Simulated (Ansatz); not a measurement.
`C[CH](C)[GeH]` + H₂ → `[GeH2]` + `CCC` at 298.15 K and 1 bar (hydrogenolysis of a Ge–C bond).

Computed with Ansatz on PBE0-D4/def2-TZVP structures; ΔE is electronic, products minus reactants. CCSD(T)/CBS adds triple-zeta CCSD(T) − MP2 to the extrapolated MP2 energy (def2 sets, frozen cores). This one scheme is used for every species. For Ge outer-core shells are correlated without core-valence functions, which leaves a few kJ/mol of doubt a bond. Scalar relativity is left out up to krypton.

```tsv
species	CCSD(T)/CBS energy (Eh)	H − E (kJ/mol)	S (J/(mol·K))
`C[CH](C)[GeH]`	-2195.04052	278.8	340.5
H₂	-1.17544	35.1	130.4
`[GeH2]`	-2077.24753	38.7	220.4
`CCC`	-118.98051	285.9	268.4
```

H − E and S are ideal-gas, rigid-rotor, harmonic terms from PBE0-D4/def2-TZVP, for one conformer and one mirror image of each species. The MP2-based limit puts H₂ 0.8 mEh under its directly extrapolated value; such offsets cancel only in part. 1 Eh = 2625.50 kJ/mol, R = 8.31446 J/(mol·K).

Task: By hand: ΔE, ΔH, ΔS and ΔG.

Result: ΔE = (-2077.24753) + (-118.98051) − (-2195.04052) − (-1.17544) = -0.01208 Eh = -31.7 kJ/mol. Δ(H − E) = 38.7 + 285.9 − 278.8 − 35.1 = 10.7, so ΔH = -21.0 kJ/mol. ΔS = 220.4 + 268.4 − 340.5 − 130.4 = 17.9 J/(mol·K). ΔG = -21.0 − 298.15 × (17.9)/1000 = -26.3 kJ/mol.

Task: By hand: the equilibrium constant, and the temperature at which ΔG would vanish if ΔH and ΔS stayed fixed.

Result: log₁₀ K = −ΔG/(RT ln 10) = 4.6. ΔH and −TΔS have one sign here, so there is no such temperature.

ΔH outweighs TΔS. A doubt of 5 kJ/mol in ΔE shifts log₁₀ K by 0.9 here. Other conformers and mirror images would add mixing entropy, several J/(mol·K) or more a flexible species. Modes under 60 cm⁻¹, often nearly free rotors, make the harmonic entropy too high. These are equilibria of isolated gas molecules and say nothing of rates. Largest T1 diagnostic: 0.012 (customary marks: 0.02 for closed shells, 0.045 for open ones).
